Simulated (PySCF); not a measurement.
GeOF, SMILES [F][Ge]=[O], multiplicity 2. Geometry: PBE-D3(BJ)/def2-TZVP.

Computed with PySCF with PBE-D3(BJ)/def2-TZVP.

Harmonic wavenumbers (cm⁻¹): 193, 622, 805. Rotational constants (GHz): 29.22, 6.408, 5.256; symmetry number 1.

Task: Work out the zero-point energy and the ideal-gas rigid-rotor harmonic-oscillator thermochemistry at 298.15 K and 1 atm.

Result: ZPE = ½ Σ hcν = ½ × 1620 cm⁻¹ = 9.69 kJ/mol. H − E(el) = 21.70 kJ/mol. Entropy in J/(mol K): translation 167.10, rotation 97.51, vibration 11.78, spin 5.76, total 282.15. G − E(el) = -62.43 kJ/mol. Cp = 47.81 J/(mol K).
